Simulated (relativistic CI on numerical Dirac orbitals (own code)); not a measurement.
## Ni³⁺: 3s photoemission

Computed with this model: Dirac-Coulomb-Breit CI, KLI orbitals optimised for each configuration, QED by a radiative potential, multiplet model of photoemission in the sudden approximation, unscaled Slater integrals; configurations [Ar] 3d7 → [Ne] 3s 3p6 3d7; 300 K; Lorentzian 1.05 eV and Gaussian 0.6 eV FWHM. Energies are those of the free ion, without screening or charge transfer. The energies are binding energies and can lie tens of eV above those of solids. Without intra-shell correlation the exchange splitting of an s hole comes out too large, often by half or more. S is read from ⟨S²⟩ = S(S + 1).

free ion: ground-state S = 1.50, centroid 171.33 eV. Peaks (eV, height): 167.2 (100), 178.4 (59).

Strongest unbroadened transitions for free ion:

| Energy (eV) | Relative strength |
| --- | --- |
| 167.11 | 0.3 |
| 167.12 | 100.0 |
| 167.21 | 0.1 |
| 167.25 | 14.0 |
| 172.90 | 0.1 |
| 172.97 | 0.1 |
| 178.20 | 0.0 |
| 178.34 | 57.0 |
| 178.43 | 0.2 |
| 178.52 | 0.0 |
| 178.66 | 10.8 |
